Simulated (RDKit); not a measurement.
Input file for RDKit: UFF on C3H8Si (a complex), monomers drawn apart or pushed together.

```python
from rdkit import Chem
from rdkit.Chem import AllChem, rdDetermineBonds

blocks = [
'''5

Si   -0.18064048   -0.03076817    0.10956112
H    -0.64126556   -1.42512559    0.28734278
H    -1.04138539    0.88637235    0.88805706
H    -0.26707869    0.32864671   -1.32622388
H     1.22299109    0.09719007    0.55753173
''',
'''7

C     0.34439101   -1.21990546    6.40246023
C     0.37899036    0.06076400    6.62492041
C     0.41158125    1.34285880    6.83419371
H     1.22752255   -1.75850073    6.07857842
H    -0.56801369   -1.79008262    6.53300849
H     0.65305664    1.74957336    7.80930810
H     0.19722876    2.04506881    6.03673146
''',
]
mol = None
for b in blocks:
    f = Chem.MolFromXYZBlock(b)
    rdDetermineBonds.DetermineBonds(f, charge=0)
    mol = f if mol is None else Chem.CombineMols(mol, f)
Chem.SanitizeMol(mol)
print(Chem.MolToSmiles(Chem.RemoveHs(mol)))
ff = AllChem.UFFGetMoleculeForceField(mol, vdwThresh=100.0, ignoreInterfragInteractions=False)
e = ff.CalcEnergy()
print(f'UFF energy {e:.6f} kcal/mol')
```

It printed:

```
C=C=C.[SiH4]
UFF energy -0.112757 kcal/mol
```

The run finished.

Cost: around 0.010 core-seconds (rough).
